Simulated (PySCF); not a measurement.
P: excitation energy

P [Ne] 3s2 3p3 (4S) → P [Ne] 3s1 3p3 4s1 (6S), as a difference of total energies. Computed with PySCF 2.14 in aug-cc-pVTZ-DK, with scalar relativity by spin-free X2C-1e. Correlated levels: valence: [Ne] frozen. The calculations carry no spin-orbit coupling.

```tsv
method	excitation energy (cm⁻¹)
UHF	86902
LDA	102890
PBE	102340
PBE0	101590
r2SCAN	98656
BHandHLYP	104990
PBEsol	101260
wB97M-V	103360
MP2 (valence)	98460
SCS-MP2 (valence)	102380
```

The upper state lies above the first ionisation limit, but in LS coupling its spin forbids autoionisation to the ground ion. A Rydberg-like electron needs more diffuse functions than a valence basis has.

The promoted electron is Rydberg-like, and one or two diffuse shells describe it only roughly, which tends to raise the upper state.
